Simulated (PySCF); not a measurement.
# Two-component Hartree-Fock for Pm³⁰⁺ (promethium, charge +30)

Start: [Ar] 3d10 4s2 4p1; 4p3/2 filled at m_j = +3/2. Calculated with PySCF 2.14 in an uncontracted even-tempered set (17 s from 2.8 bohr⁻², ratio 2.8; 13 p from 3.6 bohr⁻², ratio 2.8; 8 d from 6.4 bohr⁻², ratio 2.8; 4 f from 16 bohr⁻², ratio 3): generalised Hartree-Fock with the X2C-1e Hamiltonian and a Gaussian nucleus; one run each with spin-orbit coupling (SO) screened by Boettger's factors, then bare. This is a chosen level, not necessarily the ground level.

```json
{"spinor shell": "1s1/2", "electrons": "2", "ε, screened SO (eV)": "-46510.5", "ε, bare SO (eV)": "-46510.0", "weight of nominal j (bare SO)": "1.000", "rms radius, bare SO (bohr)": "0.0264"}
{"spinor shell": "2s1/2", "electrons": "2", "ε, screened SO (eV)": "-8582.1", "ε, bare SO (eV)": "-8582.0", "weight of nominal j (bare SO)": "1.000", "rms radius, bare SO (bohr)": "0.107"}
{"spinor shell": "2p1/2", "electrons": "2", "ε, screened SO (eV)": "-8173.3", "ε, bare SO (eV)": "-8188.4", "weight of nominal j (bare SO)": "1.000", "rms radius, bare SO (bohr)": "0.0916"}
{"spinor shell": "2p3/2", "electrons": "4", "ε, screened SO (eV)": "-7607.8", "ε, bare SO (eV)": "-7602.1", "weight of nominal j (bare SO)": "1.000", "rms radius, bare SO (bohr)": "0.0978"}
{"spinor shell": "3s1/2", "electrons": "2", "ε, screened SO (eV)": "-2710.1", "ε, bare SO (eV)": "-2710.1", "weight of nominal j (bare SO)": "1.000", "rms radius, bare SO (bohr)": "0.274"}
{"spinor shell": "3p1/2", "electrons": "2", "ε, screened SO (eV)": "-2533.4", "ε, bare SO (eV)": "-2536.6", "weight of nominal j (bare SO)": "1.000", "rms radius, bare SO (bohr)": "0.265"}
{"spinor shell": "3p3/2", "electrons": "4", "ε, screened SO (eV)": "-2413.6", "ε, bare SO (eV)": "-2412.4", "weight of nominal j (bare SO)": "1.000", "rms radius, bare SO (bohr)": "0.277"}
{"spinor shell": "3d3/2", "electrons": "4", "ε, screened SO (eV)": "-2118.9", "ε, bare SO (eV)": "-2122.0", "weight of nominal j (bare SO)": "1.000", "rms radius, bare SO (bohr)": "0.247"}
{"spinor shell": "3d5/2", "electrons": "6", "ε, screened SO (eV)": "-2093.1", "ε, bare SO (eV)": "-2091.1", "weight of nominal j (bare SO)": "1.000", "rms radius, bare SO (bohr)": "0.251"}
{"spinor shell": "4s1/2", "electrons": "2", "ε, screened SO (eV)": "-1213.9", "ε, bare SO (eV)": "-1213.9", "weight of nominal j (bare SO)": "1.000", "rms radius, bare SO (bohr)": "0.587"}
{"spinor shell": "4p3/2", "electrons": "1", "ε, screened SO (eV)": "-1119.7", "ε, bare SO (eV)": "-1119.3", "weight of nominal j (bare SO)": "1.000", "rms radius, bare SO (bohr)": "0.601"}
```

| quantity | screened SO | bare SO |
| --- | --- | --- |
| E (hartree) | -9546.07969 | -9546.46480 |
| M_J | 3/2 | 3/2 |
| ⟨J²⟩ | 3.752 | 3.752 |
| ⟨L²⟩ | 2.026 | 2.028 |
| ⟨S²⟩ | 0.775 | 0.777 |

Each row is a mean over spinors that exchange with the open shell spreads, by up to 9.695 eV (4s1/2).

Breit and QED terms are absent; they matter most for the inner s and p1/2 levels.

Densities and radii are taken from the X2C orbitals without a picture-change correction, which distorts them close to the nucleus.
